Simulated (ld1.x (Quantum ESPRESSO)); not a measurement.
**Reading a pseudo-wave (Mg (Z = 12))**

Columns: radius, all-electron u(r) and pseudo u(r) of the 3p shell (level -4.02 eV) of magnesium in the configuration [Ne] 3s1.5 3p0; PBEsol, scalar-relativistic, PAW scheme, ld1.x (Quantum ESPRESSO) 7.5.

| r (bohr) | all-electron | pseudo |
| --- | --- | --- |
| 0.135 | 0.0859 | -0.0034 |
| 0.270 | 0.1701 | -0.0133 |
| 0.405 | 0.1948 | -0.0296 |
| 0.540 | 0.1741 | -0.0515 |
| 0.675 | 0.1271 | -0.0783 |
| 0.810 | 0.0670 | -0.1091 |
| 0.945 | 0.0020 | -0.1430 |
| 1.080 | -0.0633 | -0.1790 |
| 1.215 | -0.1262 | -0.2160 |
| 1.350 | -0.1851 | -0.2532 |
| 1.485 | -0.2395 | -0.2898 |
| 1.620 | -0.2889 | -0.3252 |
| 1.755 | -0.3335 | -0.3587 |
| 1.890 | -0.3734 | -0.3899 |
| 2.025 | -0.4087 | -0.4186 |
| 2.160 | -0.4393 | -0.4446 |
| 2.295 | -0.4653 | -0.4676 |
| 2.430 | -0.4868 | -0.4874 |
| 2.565 | -0.5039 | -0.5040 |
| 2.700 | -0.5170 | -0.5170 |
| 2.835 | -0.5263 | -0.5263 |
| 2.970 | -0.5320 | -0.5320 |
| 3.105 | -0.5344 | -0.5344 |
| 3.240 | -0.5340 | -0.5340 |
| 3.375 | -0.5308 | -0.5308 |
| 3.510 | -0.5253 | -0.5253 |

Q: How many radial nodes do the two functions have?

A: The all-electron 3p function has n − l − 1 = 1; the pseudo-wave has 0, since the states of the same l below it are removed with the core.

Q: At about which radius was the pseudo-wave matched?

A: 2.70 bohr. The columns agree to 0.0005 from 2.56 bohr on; several derivatives are matched, so the curves merge somewhat inside the radius.

Q: Is the pseudo-wave norm-conserving?

A: No, it belongs to a PAW set: the norm inside the radius is not constrained, and the difference is carried by the augmentation charge.
